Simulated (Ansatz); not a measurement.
The cluster Be2F5⁻, relaxed as a singlet with RKS PBE-D4/def2-SVPD in Ansatz, starting from the GFN1-xTB geometry. Force threshold 0.02 eV/Å.

The structure comes from a short search, and lower isomers may exist.

Start:

Cartesian coordinates in Å:
```
Be 0.967 1.148 -0.337
Be -0.966 -1.147 0.338
F 1.999 0.885 -1.321
F 0.002 0.000 0.004
F -2.168 -1.266 -0.466
F 0.775 2.410 0.351
F -0.608 -2.030 1.431
```

```tsv
step	energy (eV)	largest force component (eV/Å)	SCF passes
1	-14376.7166	0.497	15
2	-14376.7494	0.258	18
3	-14376.7668	0.023	18
4	-14376.7669	0.001	18
5	-14376.7669	0.015	18
6	-14376.7670	0.015	17
```

Force components are those of the run's own axes.

End:

```xyz
7

Be    0.988    1.174   -0.346
Be   -0.985   -1.176    0.350
F     2.012    0.869   -1.353
F     0.028   -0.015    0.028
F    -2.182   -1.227   -0.496
F     0.739    2.436    0.359
F    -0.601   -2.060    1.457
```

By distances, no bond broke or formed. The bond that changes most is Be2–F4, from 1.54 to 1.57 Å (atoms count from 1).

The force fell under the threshold at step 4, but the optimiser went on. No frequencies were taken in this run, so the end may be a saddle point.

Run time 4.3 s (4 threads of Arm Neoverse V2 on a shared host).
